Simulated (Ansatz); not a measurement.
Gas-phase electronic energies from Ansatz, PBE0-D4/def2-TZVP geometries. CCSD(T)/CBS is the MP2 limit (def2-TZVPP, def2-QZVPP) plus CCSD(T) − MP2 in def2-TZVPP, frozen cores. This one scheme is used for every species, atoms too. Functionals use def2-TZVPP. B3LYP here is the variant with VWN-RPA as its local correlation; programs differ in this. HSE06 is defined as in plane-wave codes. No spin–orbit coupling; open shells (•) take unrestricted orbitals. Spin–orbit coupling would lower the free atoms: a little for B, O.

Consider the atomization: `[BH2-]1[OH+][BH2-][OH+]1` → 2 B• + 6 H• + 2 O•.

| level | ΔE (eV) | difference from CCSD(T)/CBS |
| --- | --- | --- |
| LDA (SPW92) | 43.63 | 5.52 |
| PBE-D4 | 38.61 | 0.50 |
| revPBE-D4 | 37.61 | -0.50 |
| BLYP-D4 | 38.00 | -0.11 |
| r2SCAN-D4 | 38.32 | 0.21 |
| B97M-V | 38.09 | -0.02 |
| PBE0-D4 | 37.99 | -0.12 |
| r2SCANh-D4 | 38.09 | -0.02 |
| r2SCAN0-D4 | 37.76 | -0.35 |
| HSE06-D4 | 38.03 | -0.08 |
| BHLYP-D4 | 37.11 | -1.00 |
| CAM-B3LYP-D4 | 38.46 | 0.35 |
| ωB97X-V | 38.14 | 0.03 |
| B2PLYP | 37.84 | -0.27 |
| PBE-QIDH | 37.88 | -0.23 |
| revPBE | 37.08 | -1.03 |
| BLYP | 37.67 | -0.44 |
| r2SCAN | 38.28 | 0.17 |
| PBE0 | 37.88 | -0.23 |
| B3LYP | 37.89 | -0.22 |
| r2SCANh | 38.05 | -0.06 |
| r2SCAN0 | 37.72 | -0.39 |
| HSE06 | 37.92 | -0.19 |
| BHLYP | 36.95 | -1.16 |
| CAM-B3LYP | 38.34 | 0.23 |
| LC-ωPBE | 38.07 | -0.04 |
| HF/def2-SVP | 28.85 | -9.26 |
| MP2/def2-SVP | 37.05 | -1.06 |
| CCSD/def2-SVP | 36.14 | -1.97 |
| CCSD(T)/def2-SVP | 36.44 | -1.67 |
| HF/def2-TZVPP | 28.42 | -9.69 |
| MP2/def2-TZVPP | 38.03 | -0.08 |
| SCS-MP2/def2-TZVPP | 37.81 | -0.30 |
| CCSD/def2-TZVPP | 36.82 | -1.29 |
| HF/def2-QZVPP | 28.45 | -9.66 |
| MP2/def2-QZVPP | 38.50 | 0.39 |
| SCS-MP2/def2-QZVPP | 38.33 | 0.22 |
| HF/CBS(def2) | 28.46 | -9.65 |
| MP2/CBS(def2) | 38.83 | 0.72 |
| CCSD/CBS(def2) | 37.63 | -0.48 |
| CCSD(T)/CBS | 38.11 | 0 |

Largest T1 diagnostic among the species: 0.014.

The D4 term adds +0.23 eV with B3LYP and +0.12 eV with PBE0; it sums over pairs of atoms, weighted by their polarisabilities, and B3LYP, whose exchange is more repulsive, gets the larger term. From PBE to PBE0 (25 % exact exchange), in def2-TZVPP and without D4, ΔE moves by −0.59 eV: exact exchange takes away binding that semilocal exchange gives to molecules. In def2-TZVPP, CCSD(T) changes the Hartree–Fock value by +8.88 eV (the triples alone add +0.48 eV) and MP2 by +9.60 eV; breaking electron pairs costs correlation energy, which Hartree–Fock lacks.

For atomizations the MP2-based limit and the directly extrapolated one differ by several kJ/mol either way, and by 10 to 25 for some Ge, Se and Sn compounds, so smaller differences from it don't rank the levels.
